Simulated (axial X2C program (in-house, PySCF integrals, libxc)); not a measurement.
# Outer orbitals of TeO at 1.817 Å, TPSS

Computed with an axial X2C code built on PySCF integrals. Spin-free means the one-electron spin-free X2C Hamiltonian; two-component (2c) means X2C with spin–orbit coupling and atomic mean-field two-electron Coulomb and Gaunt terms, so the difference of the two also holds small scalar two-electron terms. Basis: Te dyall-cv3z [11s12p8d4f1g], O dyall-av3z [7s6p3d2f] (cores contracted in-house); Gaussian nuclei, density fitting, unrestricted open shells. Masses: Te 129.906 u, O 15.995 u.

The distance is close to the 2c PBE0 minimum; the highest filled and lowest empty levels are listed.

Spin-free orbitals, state M_S = 1, Λ = 0 (beyond evenly filled blocks: π+α, π-α) (Löwdin shares):

| symmetry | occupied | ε (eV) | atomic character |
| --- | --- | --- | --- |
| σα | yes | -24.77 | 75% O s, 8% Te s, 7% Te p |
| σβ | yes | -23.79 | 72% O s, 9% Te s, 8% Te p |
| σα | yes | -15.65 | 62% Te s, 19% O p, 10% O s |
| σβ | yes | -14.60 | 59% Te s, 21% O p, 11% O s |
| σα | yes | -9.39 | 61% O p, 27% Te p, 6% Te s |
| π-α | yes | -9.17 | 68% O p, 28% Te p |
| π+α | yes | -9.17 | 68% O p, 28% Te p |
| σβ | yes | -8.93 | 58% O p, 28% Te p, 7% Te s |
| π-β | yes | -7.94 | 65% O p, 30% Te p |
| π+β | yes | -7.94 | 65% O p, 30% Te p |
| π-α | yes | -5.92 | 61% Te p, 28% O p, 6% Te d |
| π+α | yes | -5.92 | 61% Te p, 28% O p, 6% Te d |
| π-β | no | -4.39 | 59% Te p, 30% O p, 6% Te d |
| π+β | no | -4.39 | 59% Te p, 30% O p, 6% Te d |
| σα | no | -2.05 | 50% Te p, 21% Te d, 15% O p |
| σβ | no | -1.57 | 49% Te p, 21% Te d, 15% O p |

Spinors with spin–orbit coupling (state Ω = 1):

```tsv
ω	occupied	ε (eV)	atomic character	λ mixture
1/2	yes	-24.77	75% O s, 8% Te s, 7% Te p	100% σ
-1/2	yes	-23.79	72% O s, 9% Te s, 8% Te p	100% σ
1/2	yes	-15.64	62% Te s, 19% O p, 10% O s	100% σ
-1/2	yes	-14.60	59% Te s, 21% O p, 11% O s	100% σ
1/2	yes	-9.41	60% O p, 28% Te p, 6% Te s	98% σ, 2% π
-1/2	yes	-9.33	62% O p, 33% Te p	87% π, 13% σ
3/2	yes	-9.08	71% O p, 25% Te p	100% π
-1/2	yes	-8.89	62% O p, 26% Te p, 6% Te s	86% σ, 14% π
1/2	yes	-8.03	63% O p, 32% Te p	99% π, 1% σ
-3/2	yes	-7.85	68% O p, 27% Te p	100% π
-1/2	yes	-6.09	58% Te p, 31% O p, 6% Te d	99% π, 1% σ
3/2	yes	-5.73	64% Te p, 25% O p, 5% Te d	100% π
1/2	no	-4.57	55% Te p, 33% O p, 6% Te d	99% π, 1% σ
-3/2	no	-4.21	61% Te p, 27% O p, 6% Te d	100% π
1/2	no	-2.03	50% Te p, 21% Te d, 15% O p	99% σ, 1% π
-1/2	no	-1.56	49% Te p, 21% Te d, 15% O p	100% σ
```

**Question.** How does the gap between the highest filled and lowest empty level change from the spin-free to the 2c table?

**Answer.** From 1.53 to 1.16 eV at TPSS, a change of -0.37 eV.

Mulliken charges and populations of the two-component result (they depend on the basis, above all on diffuse functions):

Te 0.68 e (s 9.87 p 21.33 d 20.09 f 0.04), O -0.68 e (s 4.03 p 4.61 d 0.04). ⟨Lz⟩ = 0.00 ħ and ⟨Sz⟩ = 1.00 ħ (0.69 and 0.30 on the two atoms), which add up to Ω.

The state is a single determinant with fixed occupations, the lowest that a limited PBE0 search found. Density functionals use the spin component along the axis (collinear). Other states lie close and PBE0, whose exact exchange favours high spin, may order them wrongly; the determinant shown need not be the ground state. The nearest other spin-free determinant of the search, M_S = 0, Λ = 2, lies 0.76 eV up at the distance of the search. With several unpaired electrons one determinant need not be a pure state. Open-shell Ω = 0 determinants with evenly filled partner blocks cannot be reached by this program, so the Ω shown need not be the lowest component. This is the Ω = 1 component of a π² triplet; the 0⁺ component is not one determinant and can lie lowest.
